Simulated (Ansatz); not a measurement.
C$_{2}$H$_{2}$Se (`C=C=[Se]`), relaxed with RKS PBE0-D4/def2-TZVP in Ansatz 0.2.0 from a PBE-D4/def2-SVP geometry. The force threshold is 0.005 eV/Å; the program also tests the step.

Charge 0, multiplicity 1.

Start:

```xyz
5

C     0.574   -0.117    0.267
C    -0.604    0.123   -0.281
Se   -2.128    0.433   -0.991
H     1.350    0.666    0.308
H     0.808   -1.105    0.697
```

How much energy does the relaxation release, and in how many steps? (Best estimate.)

Ansatz gave: 0.03 eV, in 3 steps.

Which bonds change most? (An estimate is asked.)

The calculation gave: C1–C2 from 1.320 to 1.301 Å; C1–H5 from 1.103 to 1.085 Å; C1–H4 from 1.103 to 1.085 Å; C2–Se3 from 1.710 to 1.694 Å.

Give the relaxed structure. (An estimate is asked.)

Ansatz gave: 
```xyz
5

C     0.568   -0.116    0.264
C    -0.591    0.120   -0.275
Se   -2.102    0.427   -0.979
H     1.329    0.657    0.303
H     0.796   -1.089    0.687
```
